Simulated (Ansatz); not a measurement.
One change: `C=C[NH][GaH2]` becomes `C=CN[SiH3]`.

Ansatz, PBE0-D4/def2-TZVP geometries, multiplicity 1. Each molecule was computed in one conformer, which needn't be the lowest.

Scalar relativity is left out up to krypton.

| property | `C=C[NH][GaH2]` |
| --- | --- |
| HOMO energy (B3LYP/def2-TZVPP) / eV | -5.88 |
| ideal-gas entropy at 298 K and 1 bar (rigid rotor, harmonic PBE0-D4/def2-TZVP) / J/(mol·K) | 320 |
| size of the dipole moment (PBE/def2-TZVPP) / D | 0.73 |
| HOMO–LUMO gap (B3LYP/def2-TZVPP) / eV | 4.40 |
| size of the dipole moment (ωB97M-V/def2-TZVPP) / D | 1.02 |
| LUMO energy (B3LYP/def2-TZVPP) / eV | -1.48 |

Give the same properties after the change, and the shifts. (Estimate.)

Computed: 
```csv
property,`C=CN[SiH3]`,shift
HOMO energy (B3LYP/def2-TZVPP) / eV,-5.94,-0.06
"ideal-gas entropy at 298 K and 1 bar (rigid rotor, harmonic PBE0-D4/def2-TZVP) / J/(mol·K)",322,2
size of the dipole moment (PBE/def2-TZVPP) / D,0.80,0.07
HOMO–LUMO gap (B3LYP/def2-TZVPP) / eV,6.03,1.63
size of the dipole moment (ωB97M-V/def2-TZVPP) / D,0.75,-0.27
LUMO energy (B3LYP/def2-TZVPP) / eV,0.09,1.57
```

With PBE0 the HOMO falls by 0.09 eV and the LUMO rises by 1.54 eV, so the gap widens by about 1.63 eV. PBE moves the HOMO by 0.03 eV and ωB97M-V by -0.16 eV. The zero-point energy changes by 29.6 kJ/mol with +3 modes. Dipoles are sizes alone; their direction can turn.

B3LYP here is the variant with VWN-RPA as its local correlation; programs differ in this.
